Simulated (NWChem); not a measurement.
# Basis-set dependence for I$_{2}$ (-1)

```xyz
2

I      0.0000     0.0000     1.6891
I      0.0000     0.0000    -1.6891
```
Charge -1, spin multiplicity 2.

The numbers come from NWChem runs, not from measurements. The geometry was optimised at UB3LYP/def2-SVP with def2 effective core potentials on I, a minimum by its harmonic frequencies.

Hartree-Fock energies in Ha, correlation energies in mHa.

Effective core potentials replace the inner electrons of I; spin-orbit coupling is left out. The correlated methods keep 8 core orbitals frozen. The structure started from a generated list of species. The unpaired electrons of the parent sit in orbitals of symmetry b1u (D2h labels of the run); other states weren't searched. The anion's geometry comes from a basis without diffuse functions. The stability of the SCF solutions was not checked. Open-shell Hartree-Fock references start from PBE0 orbitals.

```
basis       functions         UHF    UMP2  SCS-UMP2
----------  ---------  ----------  ------  --------
def2-SVPD          70  -593.41280  -251.7    -233.5
def2-TZVPD        118  -593.42484  -991.8    -871.5
```

From def2-SVPD to def2-TZVPD the Hartree-Fock energy moves by -12.0 mHa and the UMP2 correlation energy by -740.1 mHa, which is 75 % of its value in the larger set.
